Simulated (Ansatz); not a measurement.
```xyz
5

C     0.4517    0.0000    0.0000
H     1.0227    0.5944    0.5944
H     1.0227   -0.5944   -0.5944
F    -0.2642    0.7129   -0.7129
F    -0.2642   -0.7129    0.7129
```

Basis set: def2-TZVP (spherical functions). Correlated methods keep 3 orbitals frozen. Charge 0, multiplicity 1.

Computed with Ansatz (development build ahead of 0.2.0); each method stands on the lowest determinant of its kind that the runs found. Restricted open shells among the atoms or ions are ROHF, correlated in semicanonical orbitals with singles.

Give the atomization energy at this shape (free ground-state atoms in the same class of orbitals less the molecule, no zero-point energy) of singlet CH2F2 by RHF-MP2, RHF.

```csv
method,atomization energy
RHF-MP2,17.80 eV
RHF,13.02 eV
```

Caution: no unrestricted run beside it, a lower state can exist; the shape is not the minimum.
